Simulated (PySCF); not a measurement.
# Structure elucidation problem

The spectra below were simulated for a compound C₅H₇ClOSi₂.

1H NMR (400 MHz, computed): δ 9.38 (s, 1H), 5.51 (m, 1H), 5.35 (m, 1H), 3.34 (m, 1H), 3.16 (m, 1H), 1.94 (m, 1H), 0.52 (m, 1H).

13C{1H} NMR (computed): δ 179.0 (CH), 113.1 (C), 85.8 (C), 10.8 (CH), 2.3 (CH).

Theoretical values (PySCF): PBE0/pcSseg-1 with gauge-including orbitals, geometry from GFN2-xTB. Non-relativistic Hamiltonian, gas phase, a single conformation.

Shifts are taken against calculated references (same method and geometry level): 1H (31.72 ppm) and 13C (186.93 ppm) vs TMS.

What is the structure?

Answers


The formula gives 4 degrees of unsaturation (1 ring in the answer). 5 carbon signals for 5 carbons: no two carbons are equivalent. Carbon types of the structure: 2 × C, 3 × CH, leaving 4 H on heteroatoms. δC 179.0: aldehyde carbonyl carbon; low-lying n→π* states of the double bond to the heteroatom give a large paramagnetic term (-242 ppm). δC 113.1, 85.8: alkyne carbon. δC 10.8, 2.3: three-membered-ring carbon; carbons of three-membered rings are unusually shielded. δH 9.38: hydrogen on an aldehyde carbonyl carbon; the formyl region, downfield of aromatic protons. δH 5.51, 5.35: hydrogen on a silicon bonded to C, Cl. δH 3.34, 3.16: hydrogen on a silicon bonded to 2 C, in a 3-membered ring. δH 1.94, 0.52: hydrogen on a three-membered-ring carbon.

Structure: SMILES O=CC#C[C@@H]1[SiH2][C@H]1[SiH2]Cl.

This is the structure that produced the data.

Shifts are as computed. Against solution values, carbons near 30 ppm lie about +3 ppm off and those near 130 ppm about +5 ppm. Of 1309 compounds with measured shifts, 239 miss one by over three times the rms of a fit or turn the order of signals round; such compounds aren't used in these exercises. No couplings were computed; multiplicities are counted from neighbouring protons, with m where these are inequivalent, close in shift, in a saturated or five-membered ring or joined by F or P, and br s for small geminal =CH2 splittings.
